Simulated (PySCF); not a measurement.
# Li (lithium, neutral) across methods

[He] 2p1, 2P determinant (an excited configuration). All numbers are calculated (PySCF 2.14, the non-relativistic Hamiltonian (point nucleus), in dyall-av3z (15s9p3d, 57 functions)).

| method | E (hartree) | mean ε 1s α (eV) | mean ε 1s β (eV) | mean ε 2p α (eV) | Σ⟨r²⟩ (bohr²) | ⟨S²⟩ |
| --- | --- | --- | --- | --- | --- | --- |
| B3LYP | -7.4339 | -56.477 | -56.420 | -2.299 | 25.63 | 0.750 |
| PBE | -7.4045 | -52.909 | -52.813 | -1.951 | 25.78 | 0.750 |
| LDA | -7.2850 | -52.193 | -52.113 | -1.870 | 26.63 | 0.750 |
| UHF | -7.36508 | -68.881 | -68.846 | -3.502 | 28.71 | 0.750 |
| r2SCAN | -7.4201 | -54.541 | -54.497 | -1.930 | 26.20 | 0.750 |
| B97-3 | -7.4307 | -57.558 | -57.546 | -2.406 | 26.13 | 0.750 |
| LC-wPBE | -7.4043 | -58.901 | -58.827 | -3.780 | 26.06 | 0.750 |
| PBE0 | -7.4067 | -57.061 | -56.980 | -2.410 | 26.13 | 0.750 |
| M06 | -7.4328 | -57.339 | -57.282 | -2.251 | 26.96 | 0.750 |
